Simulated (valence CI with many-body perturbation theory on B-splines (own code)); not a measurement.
## Ba6+: key properties

Level of theory: configuration interaction combined with many-body perturbation theory (CI+MBPT): four valence electrons over a frozen Dirac-Fock core [Kr] 4d10, a basis of 8 s, 8 p, 9 d, 9 f, 6 g, 3 h, 2 i functions for each j, with the one-electron correlation potential Σ1, the two-electron term Σ2, the three-electron term Σ3, Breit, model QED; selected CI, second order for the rest, scaled by the run's own slope (own B-spline code, finite nucleus).

Against 25 measured levels this calculation errs by 308 cm⁻¹ on average and by 741 at most. These come from a selection out of Sansonetti and Curry, J. Phys. Chem. Ref. Data 39, 043103 (2010). Levels without a partner in it may be off by more, other configurations by several thousand cm⁻¹. 1 measured level below the end of the list, from 223820 cm⁻¹ on, found no clear computed partner.

Levels are named by their leading jj configuration (3d3/2^4 stands for four electrons in 3d with j = 3/2), which in mixed levels can hold well under half, so a name can repeat and another be missing.

Rates and lifetimes use the calculated energies. Strong lines usually hold to 10 to 20 %, long lifetimes can be off by a factor of two.

(1) What is the ground level?

(2) What are the static dipole polarisabilities of the lowest levels?

(3) Where does the other parity begin?

(4) How well does LS coupling describe the low levels?

(5) Name the longest-lived excited levels whose lifetime is computed, and their main decay.

Answers

(1) (5s^2 5p1/2^2) J=0, composition 85 % 5s²5p² ³P + 13 % 5s²5p² ¹S.

(2) (5s^2 5p1/2^2) J=0 4.26; (5s^2 5p1/2 5p3/2) J=1 4.43 (tensor 0.081); (5s^2 5p1/2 5p3/2) J=2 4.43 (tensor 0.031); (5s^2 5p3/2^2) J=2 4.57 (tensor 0.16) bohr³, of which the core gives 0.578.

(3) At (5s 5p1/2^2 5p3/2) J=2, 121810 cm⁻¹.

(4) Among the lowest 20 levels the leading LS term, summed over configurations, holds 72 % on average. For single configurations the figures are 69 % in LS and 80 % in jj coupling. Terms mix most in the J = 3 level at 168720 cm⁻¹, where the leading one holds 35 %.

(5) (5s^2 5p1/2 5p3/2) J=2 at 21507 cm⁻¹ lives 449 ms, mostly by M1 to (5s^2 5p1/2 5p3/2) J=1; (5s^2 5p1/2 5p3/2) J=1 at 15486 cm⁻¹ lives 17.2 ms, mostly by M1 to (5s^2 5p1/2^2) J=0; (5s^2 5p3/2^2) J=2 at 42526 cm⁻¹ lives 4.89 ms, mostly by M1 to (5s^2 5p1/2 5p3/2) J=1. The lifetime of (4f7/2 5s^2 5p3/2) J=5 is too uncertain to give, and may be longer.
